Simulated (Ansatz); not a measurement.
Abridged output of a molecular run in Ansatz:

```
Functional definition: HF
859 factors; integrals over basis functions are off by at most 1.1e-3 eV
mean field evaluation 1: about -23504.0450 eV, gradient 3.6e1 eV
mean field evaluation 2: about -23504.0466 eV, gradient 3.6e1 eV
mean field evaluation 4: about -23506.8625 eV, gradient 3.1e0 eV
mean field evaluation 8: about -23506.8924 eV, gradient 8.5e-5 eV
mean field -23506.89242117 eV, -863.8623629342 hartree, gradient 2.8e-6 eV, S^2 0.000000; 0 other end points of the search recorded, 0 dependent functions left out
12 core orbitals not correlated: weight in the atoms' cores, before any rotation towards them, 1.000 or more for the frozen orbitals, at most 0.000 for the correlated occupied ones
reference -23506.89242117 eV, -863.8623629342 hartree; 13, 13 occupied and 64, 64 virtual orbitals, 859 factors
second order -15.25352357 eV of doubles, -0.00000000 eV of singles
cycle   1  -16.02204754 eV  change   -7.7e-1 eV  update   7.9e-2
cycle   2  -16.37394323 eV  change   -3.5e-1 eV  update   2.2e-2
cycle   3  -16.44636022 eV  change   -7.2e-2 eV  update   1.0e-2
cycle   4  -16.44536539 eV  change    9.9e-4 eV  update   2.1e-3
cycle   5  -16.44505310 eV  change    3.1e-4 eV  update   7.5e-4
cycle   6  -16.44508437 eV  change   -3.1e-5 eV  update   2.3e-4
cycle   7  -16.44501957 eV  change    6.5e-5 eV  update   7.6e-5
cycle   8  -16.44501657 eV  change    3.0e-6 eV  update   2.5e-5
perturbative correction -0.36958536 eV, -0.0135820113 hartree
Total energy: -23523.70702310 eV, -864.4802881577 hartree
```

Its atoms:

Z-matrix (Å, degrees):
```
C
Si 1 1.852
H 1 1.092 2 110.4
H 1 1.093 2 110.2 3 119.9
H 1 1.093 2 111.1 3 -119.8
O 2 1.636 1 113.3 3 -178.2
Cl 2 2.066 1 107.5 3 60.3
H 2 1.477 1 112.9 3 -58.5
H 6 0.958 2 118.5 1 -65.6
```

(1) Which basis set was used?
A. def2-QZVPP
B. cc-pV(Q+d)Z
C. def2-SVP
D. def2-TZVPP

(2) Write the keys of the input that set method, charge and spin (a neutral closed shell needs none for the last two).

Results:

(1) C. It gives 89 functions.

(2) 
```yaml
correlation: {method: ccsd_t}
```
